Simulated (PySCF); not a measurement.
**UHF on Cl⁺ (chlorine, charge +1)**

Configuration: [Ne] 3s2 3p4, high-spin 3P determinant. All numbers are calculated (PySCF 2.14, no relativity, point nucleus, in 6-31G* (4s3p1d, 18 functions)).

| Property | Result |
| --- | --- |
| Total energy | -459.013539 hartree |
| One-electron energy | -627.2754 hartree |
| Hartree (Coulomb) energy | 195.5212 hartree |
| Exchange energy | -27.2593 hartree |
| Kinetic energy | 459.06835 hartree |
| ⟨S²⟩ | 2.0062 |
| ⟨L²⟩ | 2.019 |
| Sum of ⟨r⟩ | 13.36 bohr |
| Sum of ⟨r²⟩ | 20.81 bohr² |
| Traceless quadrupole moment −½Σ⟨3z² − r²⟩ along its main axis | -1.52 e·bohr² |
| Density at the nucleus (Gaussians lack the cusp) | 3030 bohr⁻³ |
| Spin density at the nucleus | 0.315 bohr⁻³ |
| Langevin diamagnetic susceptibility | -16.5 ×10⁻⁶ cm³/mol |
| Time after the integrals | 0.06 s of wall time on 1 thread of Neoverse-V1 (shared host) |

```json
{"shell": "1s α", "electrons": "1", "mean orbital energy (hartree)": "-105.35648", "spread (hartree)": "0", "rms radius, mean of both spins (bohr)": "0.106"}
{"shell": "1s β", "electrons": "1", "mean orbital energy (hartree)": "-105.33115", "spread (hartree)": "0", "rms radius, mean of both spins (bohr)": "0.106"}
{"shell": "2s α", "electrons": "1", "mean orbital energy (hartree)": "-11.08389", "spread (hartree)": "0", "rms radius, mean of both spins (bohr)": "0.481"}
{"shell": "2s β", "electrons": "1", "mean orbital energy (hartree)": "-11.05884", "spread (hartree)": "0", "rms radius, mean of both spins (bohr)": "0.481"}
{"shell": "2p α", "electrons": "3", "mean orbital energy (hartree)": "-8.55734", "spread (hartree)": "0.02855", "rms radius, mean of both spins (bohr)": "0.451"}
{"shell": "2p β", "electrons": "3", "mean orbital energy (hartree)": "-8.51299", "spread (hartree)": "0.01875", "rms radius, mean of both spins (bohr)": "0.451"}
{"shell": "3s α", "electrons": "1", "mean orbital energy (hartree)": "-1.60020", "spread (hartree)": "0", "rms radius, mean of both spins (bohr)": "1.62"}
{"shell": "3s β", "electrons": "1", "mean orbital energy (hartree)": "-1.34366", "spread (hartree)": "0", "rms radius, mean of both spins (bohr)": "1.62"}
{"shell": "3p α", "electrons": "3", "mean orbital energy (hartree)": "-0.96802", "spread (hartree)": "0.08001", "rms radius, mean of both spins (bohr)": "1.86"}
{"shell": "3p β", "electrons": "1", "mean orbital energy (hartree)": "-0.86239", "spread (hartree)": "0", "rms radius, mean of both spins (bohr)": "1.86"}
```
